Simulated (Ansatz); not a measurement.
Total energies of (H2B-mu-NHMe)3 (C₃H₁₈B₃N₃) from Ansatz at r2SCANh-D4/def2-TZVP, gas phase (1 Eh = 27.2114 eV = 2625.5 kJ/mol). The reference geometry is relaxed at r2SCAN-D4/def2-SVP.

```xyz
27

B     0.409    0.399    1.320
H     0.113   -0.480    2.113
H     0.962    1.364    1.845
N    -0.915    0.901    0.606
C    -1.869    1.385    1.625
B    -1.632   -0.161   -0.327
H    -2.541    0.398   -0.936
H    -2.010   -1.091    0.364
N    -0.567   -0.706   -1.376
C    -0.294    0.229   -2.485
B     0.746   -1.314   -0.714
H     0.432   -2.274   -0.033
H     1.551   -1.586   -1.603
N     1.385   -0.213    0.230
C     2.579   -0.770    0.898
H    -0.680    1.720    0.037
H    -2.769    1.793    1.142
H    -1.396    2.151    2.257
H    -2.159    0.534    2.255
H    -1.029   -1.523   -1.783
H     0.205    1.131   -2.098
H    -1.232    0.547   -2.964
H     0.376   -0.232   -3.225
H     1.728    0.553   -0.357
H     3.055   -0.004    1.528
H     3.294   -1.145    0.150
H     2.260   -1.605    1.534
```

| state | geometry | energy (Eh) |
| --- | --- | --- |
| charge 0 singlet | reference | -363.98901 |
| charge 1 doublet | reference | -363.64563 |
| charge -1 doublet | reference | -363.93708 |
| free B atom (doublet) | – | -24.63761 |
| free H atom (doublet) | – | -0.49990 |
| free N atom (quartet) | – | -54.58116 |
| free C atom (triplet) | – | -37.83336 |

Question: Work out the vertical ionisation energy to the doublet.

Answer: E(charge 1 doublet) − E(charge 0 singlet) = -363.64563 − (-363.98901) = 0.34338 Eh = 9.34 eV. For comparison, −ε of the highest occupied level is 7.16 eV at this level, 2.18 eV less.

Question: Work out the vertical electron affinity, to the doublet.

Answer: E(charge 0 singlet) − E(charge -1 doublet) = -363.98901 − (-363.93708) = -0.05193 Eh = -1.41 eV; negative, so the extra electron isn't bound. The basis lacks diffuse functions, which makes affinities too small.

Question: Give the fundamental gap IE − EA, the Mulliken electronegativity (IE + EA)/2 and the hardness (IE − EA)/2.

Answer: From the values in Eh: IE − EA = 0.34338 − (-0.05193) = 0.39531 Eh = 10.76 eV; (IE + EA)/2 = 3.97 eV; (IE − EA)/2 = 5.38 eV. The HOMO–LUMO gap of the same run is 7.40 eV, 3.36 eV smaller than the fundamental gap.

Question: What is the binding energy per atom against free atoms?

Answer: Atoms: 3 × (-24.63761) + 18 × (-0.49990) + 3 × (-54.58116) + 3 × (-37.83336) = -360.15459 Eh. Binding: -360.15459 − (-363.98901) = 3.83442 Eh = 104.34 eV, or 3.86 eV for each of 27 atoms (no zero-point energy, no counterpoise term).

At r2SCANh-D4/def2-TZVP the highest occupied level of the charge -1 doublet lies above zero (up to 3.08 eV). By energy differences it is unbound by 1.41 eV (vertical, against the charge 0 singlet, at r2SCANh-D4/def2-TZVP) and held by the finite basis.
